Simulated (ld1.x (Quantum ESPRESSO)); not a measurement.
manganese, TM: configuration errors across variants

ld1.x (Quantum ESPRESSO) 7.5 input, shortened:

```
&input
   title='Mn', zed=25., rel=1, dft='PZ', iswitch=3,
   config='[Ar] 3d5.5 4s1.5 4p0 4f-2'
 /
 &inputp
   pseudotype=2, tm=.true., lloc=0,
   nlcc=.false.
 /
4
3P  2  1   6.00   0.00  1.00  1.00  0.0
3D  3  2   5.50   0.00  1.05  1.05  0.0
4F  4  3  -2.00   0.20  1.20  1.20  0.0
3S  1  0   2.00   0.00  1.25  1.25  0.0
 &test
   configts(1)='3s2 3p6 3d5.5 4s1.5 4p0'
 /
```

Occupied shells without a wave of their own: 4s. They enter only through the test configuration that unscreens the potential.

All-electron excitation energies from the reference (eV): (1) 3s2 3p6 3d5 4s2 4p0 0.505; (2) 3s2 3p6 3d5 4s1 4p0 9.159; (3) 3s2 3p6 3d5 4s0 4p0 25.036; (4) 3s2 3p6 3d5 4s0 4p2 8.586; (5) 3s2 3p6 3d5 4s1.5 4p0 3.970; (6) 3s2 3p6 3d4 4s2 4p0 13.953; (7) 3s2 3p5 3d5 4s2 4p0 62.400; (8) 3s2 3p6 3d5.5 4s1.5 4p0 spin -4.108; (9) 3s2 3p6 3d5 4s2 4p0 spin -4.549.

Spin tests fill each open shell by Hund’s rule, majority spin first.

For the base: The 4s level has no wave, so the channel is fitted at the deeper level alone: the likely source of the large errors.

Tests that are not counted but printed errors over 1 eV. “wave 3p (bound): rc 1.00 bohr becomes 3p (bound): rc 0.68 bohr”: 3s2 3p6 3d5 4s0 4p0 (solver errors, printed error -1.3 eV). “wave 3p (bound): rc 1.00 bohr becomes 3p (bound): rc 1.20 bohr”: 3s2 3p6 3d5 4s0 4p0 (solver errors, printed error -1.3 eV).

1 further variants failed, have other tests or too few solved ones, and are left out.

The file “base” misses its own reference levels by 0.4 eV. The file “wave 3p (bound): rc 1.00 bohr becomes 3p (bound): rc 0.68 bohr” misses its own reference levels by 0.4 eV. The file “wave 3p (bound): rc 1.00 bohr becomes 3p (bound): rc 0.76 bohr” misses its own reference levels by 0.4 eV. The file “wave 3p (bound): rc 1.00 bohr becomes 3p (bound): rc 0.92 bohr” misses its own reference levels by 0.4 eV. The file “wave 3p (bound): rc 1.00 bohr becomes 3p (bound): rc 1.06 bohr” misses its own reference levels by 0.4 eV. The file “wave 3p (bound): rc 1.00 bohr becomes 3p (bound): rc 1.10 bohr” misses its own reference levels by 0.4 eV. The file “wave 3p (bound): rc 1.00 bohr becomes 3p (bound): rc 1.20 bohr” misses its own reference levels by 0.4 eV. The file “wave 3p (bound): rc 1.00 bohr becomes 3p (bound): rc 1.32 bohr” misses its own reference levels by 0.4 eV. The file “wave 3p (bound): rc 1.00 bohr becomes 3p (bound): rc 1.40 bohr” misses its own reference levels by 0.4 eV.

Errors AE − PS in meV (a dash: test not solved or not reliable):

| change | (1) | (2) | (3) | (4) | (5) | (6) | (7) | (8) | (9) | bound ghosts |
| --- | --- | --- | --- | --- | --- | --- | --- | --- | --- | --- |
| base | +263 | -335 | -1293 | -703 | +3.4 | +522 | +566 | +469 | +824 | none |
| wave 3p (bound): rc 1.00 bohr becomes 3p (bound): rc 0.68 bohr | +263 | -335 | – | -704 | +3.4 | +521 | +568 | +473 | +830 | none |
| wave 3p (bound): rc 1.00 bohr becomes 3p (bound): rc 0.76 bohr | +263 | – | -1293 | -707 | +3.4 | +522 | +566 | +469 | +824 | none |
| wave 3p (bound): rc 1.00 bohr becomes 3p (bound): rc 0.92 bohr | +263 | -335 | -1293 | -706 | +3.4 | +522 | +566 | +469 | +824 | none |
| wave 3p (bound): rc 1.00 bohr becomes 3p (bound): rc 1.06 bohr | +263 | -335 | -1293 | -700 | +3.4 | +522 | +566 | +468 | +823 | none |
| wave 3p (bound): rc 1.00 bohr becomes 3p (bound): rc 1.10 bohr | +263 | -335 | -1293 | -698 | +3.5 | +522 | – | +468 | +823 | none |
| wave 3p (bound): rc 1.00 bohr becomes 3p (bound): rc 1.20 bohr | +263 | -335 | – | -693 | +3.5 | +522 | +565 | +467 | +822 | none |
| wave 3p (bound): rc 1.00 bohr becomes 3p (bound): rc 1.32 bohr | +263 | -335 | -1293 | -691 | +3.5 | +522 | +565 | +467 | +822 | none |
| wave 3p (bound): rc 1.00 bohr becomes 3p (bound): rc 1.40 bohr | +263 | -335 | -1293 | -693 | +3.5 | +522 | +566 | +467 | – | none |

Problem. Give the same row for: wave 3p (bound): rc 1.00 bohr becomes 3p (bound): rc 0.84 bohr.

Solution. +263, -335, -1293, -707, +3.4, +522, +566, +469, +824; bound ghosts: none.
